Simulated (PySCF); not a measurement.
Compound: [TaCl6]- (charge -1 and singlet state).
Bonds: Ta1–Cl2, Ta1–Cl3, Ta1–Cl4, Ta1–Cl5, Ta1–Cl6, Ta1–Cl7.

Method: PBE0-D3(BJ)/def2-SVP geometry optimisation, gas phase, def2 core potentials past Kr (PySCF 2.14.0); density fitting, grid level 1; the optimiser is geomeTRIC in internal coordinates, started from a GFN2-xTB structure with every atom displaced at random (about 0.03 Å).

At the end of the run (lengths in Å): Ta1–Cl7 2.370, Ta1–Cl6 2.370, Ta1–Cl5 2.370, Ta1–Cl2 2.370, Ta1–Cl3 2.370, Ta1–Cl4 2.370, Cl2–Ta1–Cl3 179.8°, Cl2–Ta1–Cl4 90.2°.

Question: These geometries were met on the way; a selection of coordinates is given. Order them by energy above the end point, lowest first.
A. Ta1–Cl7 2.373, Ta1–Cl6 2.376, Ta1–Cl5 2.377, Ta1–Cl2 2.373, Ta1–Cl3 2.375, Ta1–Cl4 2.370, Cl2–Ta1–Cl3 178.5°, Cl2–Ta1–Cl4 90.8°
B. Ta1–Cl7 2.287, Ta1–Cl6 2.450, Ta1–Cl5 2.428, Ta1–Cl2 2.341, Ta1–Cl3 2.399, Ta1–Cl4 2.397, Cl2–Ta1–Cl3 174.4°, Cl2–Ta1–Cl4 92.3°
C. Ta1–Cl7 2.354, Ta1–Cl6 2.379, Ta1–Cl5 2.376, Ta1–Cl2 2.360, Ta1–Cl3 2.369, Ta1–Cl4 2.354, Cl2–Ta1–Cl3 175.9°, Cl2–Ta1–Cl4 93.7°

Answer: A (0.003 eV), C (0.028 eV), B (0.133 eV).

```json
{"step": "4", "E above end (eV)": "0.003", "rms distance from the end, all atoms (Å)": "0.015", "largest force (eV/Å)": "0.151", "rms shift of all bonds from the end (Å)": "0.004"}
{"step": "1", "E above end (eV)": "0.028", "rms distance from the end, all atoms (Å)": "0.043", "largest force (eV/Å)": "0.629", "rms shift of all bonds from the end (Å)": "0.011"}
{"step": "0", "E above end (eV)": "0.133", "rms distance from the end, all atoms (Å)": "0.051", "largest force (eV/Å)": "2.186", "rms shift of all bonds from the end (Å)": "0.056"}
```

Rows stand in the order of the answer.
